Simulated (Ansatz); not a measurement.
Born–Oppenheimer molecular dynamics of F₂H₂OSi (6 atoms, charge 0, multiplicity 1). It starts from a relaxed structure.

The calculation used RKS r2SCAN/6-31G* (Ansatz 0.2.0).

```json
{
  "ensemble": "NVT, Nosé–Hoover chain",
  "time step": "1 fs",
  "steps asked": "500",
  "set temperature": "500 K",
  "thermostat": "time constant 100 fs, chain length 3 (defaults)",
  "seed": "71874"
}
```

Frames 1 fs apart, positions in Å, forces in eV/Å.

Velocities at 120 fs (Å/ps):

```
Si 5.14 -1.39 -0.25
H -9.75 -7.77 -15.45
F -10.15 -1.63 3.18
O 0.30 6.04 -0.21
H -6.00 3.96 -21.52
F 3.13 -1.19 -0.67
```

```xyz
6
Properties=species:S:1:pos:R:3:forces:R:3 time_fs=120 energy_less_start_eV=0.137 T=473
Si -0.107 -0.051 0.062 -1.51 1.07 0.55
H -0.049 0.011 1.497 0.37 -0.25 0.67
F 1.232 0.128 -0.710 1.70 0.02 -0.72
O -1.023 1.283 -0.244 -0.21 -0.47 -0.34
H -1.176 1.549 -1.163 0.04 -0.04 0.10
F -0.657 -1.463 -0.396 -0.39 -0.33 -0.26
6
Properties=species:S:1:pos:R:3:forces:R:3 time_fs=121 energy_less_start_eV=0.197 T=367
Si -0.102 -0.052 0.062 -2.27 1.13 0.48
H -0.057 0.002 1.484 0.41 -0.21 0.98
F 1.222 0.127 -0.707 2.30 0.09 -1.04
O -1.023 1.289 -0.244 -0.25 -0.38 -1.14
H -1.181 1.553 -1.185 0.21 -0.31 0.97
F -0.654 -1.465 -0.396 -0.39 -0.32 -0.26
6
Properties=species:S:1:pos:R:3:forces:R:3 time_fs=122 energy_less_start_eV=0.254 T=265
Si -0.098 -0.053 0.062 -2.95 1.15 0.61
H -0.061 -0.009 1.481 0.42 -0.18 1.07
F 1.214 0.125 -0.704 2.85 0.17 -1.33
O -1.023 1.295 -0.245 -0.22 -0.45 -1.44
H -1.185 1.554 -1.197 0.29 -0.41 1.35
F -0.651 -1.466 -0.397 -0.39 -0.29 -0.26
6
Properties=species:S:1:pos:R:3:forces:R:3 time_fs=123 energy_less_start_eV=0.279 T=217
Si -0.095 -0.053 0.062 -3.52 1.16 0.96
H -0.061 -0.022 1.489 0.42 -0.15 0.90
F 1.206 0.123 -0.702 3.31 0.24 -1.58
O -1.023 1.300 -0.247 -0.08 -0.67 -1.19
H -1.187 1.550 -1.196 0.26 -0.35 1.17
F -0.648 -1.468 -0.398 -0.38 -0.24 -0.25
6
Properties=species:S:1:pos:R:3:forces:R:3 time_fs=124 energy_less_start_eV=0.283 T=208
Si -0.093 -0.053 0.062 -3.92 1.14 1.44
H -0.057 -0.037 1.504 0.39 -0.11 0.54
F 1.201 0.122 -0.701 3.64 0.30 -1.77
O -1.023 1.306 -0.249 0.14 -1.02 -0.41
H -1.185 1.544 -1.183 0.13 -0.14 0.44
F -0.646 -1.469 -0.399 -0.38 -0.18 -0.23
6
Properties=species:S:1:pos:R:3:forces:R:3 time_fs=125 energy_less_start_eV=0.294 T=188
Si -0.092 -0.053 0.063 -4.12 1.10 1.91
H -0.049 -0.052 1.526 0.36 -0.07 0.09
F 1.197 0.121 -0.701 3.81 0.34 -1.87
O -1.023 1.310 -0.252 0.41 -1.42 0.71
H -1.182 1.536 -1.167 -0.07 0.15 -0.63
F -0.644 -1.471 -0.401 -0.38 -0.10 -0.21
6
Properties=species:S:1:pos:R:3:forces:R:3 time_fs=126 energy_less_start_eV=0.313 T=159
Si -0.093 -0.052 0.065 -4.10 1.02 2.25
H -0.038 -0.069 1.548 0.30 -0.02 -0.33
F 1.195 0.120 -0.702 3.80 0.36 -1.87
O -1.022 1.314 -0.255 0.60 -1.71 1.60
H -1.180 1.530 -1.156 -0.22 0.36 -1.47
F -0.642 -1.473 -0.402 -0.38 -0.02 -0.19
6
Properties=species:S:1:pos:R:3:forces:R:3 time_fs=127 energy_less_start_eV=0.303 T=180
Si -0.095 -0.051 0.068 -3.85 0.92 2.37
H -0.024 -0.085 1.567 0.24 0.04 -0.66
F 1.195 0.119 -0.704 3.61 0.35 -1.76
O -1.022 1.316 -0.256 0.60 -1.72 1.63
H -1.181 1.527 -1.160 -0.21 0.34 -1.43
F -0.640 -1.475 -0.404 -0.38 0.07 -0.15
6
Properties=species:S:1:pos:R:3:forces:R:3 time_fs=128 energy_less_start_eV=0.264 T=253
Si -0.099 -0.050 0.071 -3.40 0.80 2.26
H -0.008 -0.101 1.580 0.16 0.11 -0.85
F 1.197 0.118 -0.706 3.25 0.32 -1.56
O -1.021 1.318 -0.257 0.41 -1.48 0.80
H -1.183 1.527 -1.177 -0.04 0.11 -0.54
F -0.638 -1.477 -0.405 -0.39 0.16 -0.12
6
Properties=species:S:1:pos:R:3:forces:R:3 time_fs=129 energy_less_start_eV=0.230 T=322
Si -0.104 -0.048 0.075 -2.79 0.65 1.93
H 0.011 -0.117 1.585 0.09 0.16 -0.89
F 1.201 0.117 -0.710 2.77 0.27 -1.28
O -1.020 1.319 -0.257 0.15 -1.17 -0.22
H -1.185 1.529 -1.199 0.17 -0.16 0.54
F -0.636 -1.479 -0.407 -0.39 0.25 -0.08
6
Properties=species:S:1:pos:R:3:forces:R:3 time_fs=130 energy_less_start_eV=0.205 T=376
Si -0.109 -0.046 0.080 -2.08 0.50 1.42
H 0.030 -0.130 1.581 0.02 0.21 -0.80
F 1.206 0.117 -0.714 2.21 0.21 -0.96
O -1.018 1.319 -0.257 -0.05 -0.93 -0.88
H -1.186 1.528 -1.217 0.31 -0.33 1.25
F -0.635 -1.480 -0.408 -0.40 0.34 -0.03
6
Properties=species:S:1:pos:R:3:forces:R:3 time_fs=131 energy_less_start_eV=0.173 T=443
Si -0.116 -0.044 0.085 -1.33 0.34 0.77
H 0.049 -0.142 1.569 -0.03 0.24 -0.56
F 1.212 0.117 -0.719 1.60 0.16 -0.62
O -1.017 1.318 -0.258 -0.16 -0.81 -1.01
H -1.184 1.525 -1.222 0.33 -0.37 1.41
F -0.634 -1.482 -0.410 -0.41 0.43 0.01
```

Of the whole run (500 fs, mean temperature of the second half 534 K): The conserved energy stayed within 1.5 meV per atom of its start (net change 0.98 meV per atom), so the integration is sound. A run of 0.5 ps of so small a system gives no equilibrium averages.

Time of the run: 9.6 min on 2 threads of Intel(R) Xeon(R) Platinum 8259CL CPU @ 2.50GHz (Skylake/Cascade Lake) (shared host), peak memory 0.14 GiB.
